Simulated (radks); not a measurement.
Results of a calculation; reference values are marked as such.
Ionisation of the fluorine ion F3+, [He] 2s2 2p2, to [He] 2s2 2p1 as the strength of local exchange is varied. Level of theory: scalar-relativistic Kohn-Sham, Slater X-alpha exchange (alpha = 2/3 is LDA exchange), no correlation, spin-polarised, spherical densities, finite nucleus; open shells are filled with parallel spins first; Fermi nuclear charge, rms radius 2.8976 fm (a radial shooting solver on a logarithmic mesh with Libxc functionals).

| alpha | E(F3+) (hartree) | exchange (hartree) | IE (eV) | -e of the level emptied (eV) | <r> of it (bohr) |
|---|---|---|---|---|---|
| 0.561 | -93.31412 | -6.21678 | 82.987 | 70.375 (2p) | 0.8345 |
| 0.667 | -94.49401 | -7.45617 | 86.387 | 73.737 (2p) | 0.8200 |
| 0.743 | -95.34630 | -8.35744 | 88.868 | 76.196 (2p) | 0.8099 |
| 0.759 | -95.52641 | -8.54853 | 89.395 | 76.719 (2p) | 0.8079 |
| 0.832 | -96.35110 | -9.42630 | 91.820 | 79.128 (2p) | 0.7985 |

NIST Atomic Spectra Database: 87.18 eV (semi-empirical). The Delta-SCF value meets it near alpha = 0.69. Open shells are spherical and high-spin; term and fine-structure splittings are not resolved.
